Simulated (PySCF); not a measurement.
**Spinor energies of S³⁺ (sulfur, charge +3)**

Start: [Ne] 3s1 3p1 4s1; 3s1/2 filled at m_j = +1/2; 3p3/2 filled at m_j = +3/2; 4s1/2 filled at m_j = +1/2. Calculated with PySCF 2.14 in x2c-SVPall-2c with one added diffuse shell each of s, p type (5s5p1d, 25 functions): generalised Hartree-Fock with the X2C-1e Hamiltonian and a Gaussian nucleus; one run each with spin-orbit coupling (SO) switched off, then screened by Boettger's factors. This is a chosen level, not necessarily the ground level.

```json
{"spinor shell": "1s1/2", "electrons": "2", "ε, spin-free (eV)": "-2563.0", "ε, screened SO (eV)": "-2563.0", "weight of nominal j (screened SO)": "1.000", "rms radius, screened SO (bohr)": "0.112"}
{"spinor shell": "2s1/2", "electrons": "2", "ε, spin-free (eV)": "-296.56", "ε, screened SO (eV)": "-296.58", "weight of nominal j (screened SO)": "1.000", "rms radius, screened SO (bohr)": "0.515"}
{"spinor shell": "2p1/2", "electrons": "2", "ε, spin-free (eV)": "-232.41", "ε, screened SO (eV)": "-233.28", "weight of nominal j (screened SO)": "0.885", "rms radius, screened SO (bohr)": "0.488"}
{"spinor shell": "3s1/2", "electrons": "1", "ε, spin-free (eV)": "-66.396", "ε, screened SO (eV)": "-66.410", "weight of nominal j (screened SO)": "1.000", "rms radius, screened SO (bohr)": "1.59"}
{"spinor shell": "3p3/2", "electrons": "1", "ε, spin-free (eV)": "-53.121", "ε, screened SO (eV)": "-53.079", "weight of nominal j (screened SO)": "1.000", "rms radius, screened SO (bohr)": "1.74"}
{"spinor shell": "4s1/2", "electrons": "1", "ε, spin-free (eV)": "-24.558", "ε, screened SO (eV)": "-24.559", "weight of nominal j (screened SO)": "0.966", "rms radius, screened SO (bohr)": "3.58"}
```

Problem. Where does 2p3/2 lie, and what is the 2p spin-orbit splitting (screened SO)?

Solution. At -232.02 eV, 1.261 eV above 2p1/2.

```json
{"quantity": "E (hartree)", "spin-free": "-394.87340", "screened SO": "-394.87191"}
{"quantity": "M_J", "spin-free": "5/2", "screened SO": "5/2"}
{"quantity": "⟨J²⟩", "spin-free": "8.965", "screened SO": "8.955"}
{"quantity": "⟨L²⟩", "spin-free": "2.215", "screened SO": "2.205"}
{"quantity": "⟨S²⟩", "spin-free": "3.750", "screened SO": "3.750"}
```

Each row is a mean over spinors that exchange with the open shell spreads, by up to 2.392 eV (2p3/2).

Rows whose weight is well below 1 are mixtures of j = l ± 1/2: exchange outweighs spin-orbit coupling there, and the label is only the starting occupation.

⟨J²⟩ departs a little from M_J(M_J + 1) because the unrestricted spinors polarise the closed shells.

Without spin-orbit coupling the j labels of p, d and f shells carry no meaning; the spin-free column gives the mean over the occupied spinors of each nl shell, and its ⟨J²⟩ belongs to a mixture of degenerate components.
